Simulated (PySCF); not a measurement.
Isomers of H6OSi3. Gas-phase values, no solvent. One relaxed conformer stands for each flexible species; it need not be the lowest. Strings in code marks are SMILES.

The vertical ionisation energy (Delta-SCF) from two functionals at the same geometries (r2SCAN-D4/def2-TZVP), both in PySCF: PBE-D3(BJ)/def2-TZVP and r2SCAN-D4/def2-TZVP. Delta-SCF ions had no search for a lower state. 

```json
[
 {"species": "`O1[SiH2][SiH2][SiH2]1`", "r2SCAN-D4/def2-TZVP (eV)": "9.20"},
 {"species": "`[SiH3][Si@H]1[SiH2]O1`", "r2SCAN-D4/def2-TZVP (eV)": "8.73"},
 {"species": "`O=[Si]([SiH3])[SiH3]`", "r2SCAN-D4/def2-TZVP (eV)": "8.96"},
 {"species": "`[SiH]([SiH2]O)=[SiH2]` (H–O–Si–Si torsion 169°, O–Si–Si–Si torsion -23°)", "r2SCAN-D4/def2-TZVP (eV)": "7.73"}
]
```

Question: What does PBE-D3(BJ)/def2-TZVP give for each?

Answer: 
- `O1[SiH2][SiH2][SiH2]1`: 9.11
- `[SiH3][Si@H]1[SiH2]O1`: 8.67
- `O=[Si]([SiH3])[SiH3]`: 8.87
- `[SiH]([SiH2]O)=[SiH2]` (H–O–Si–Si torsion 169°, O–Si–Si–Si torsion -23°): 7.74
Over these rows, drawn at random from the members with no instability flagged (it was tested for open shells, ions and some series alone), PBE minus r2SCAN-D4: mean -0.06 eV, from -0.09 eV to +0.01 eV.
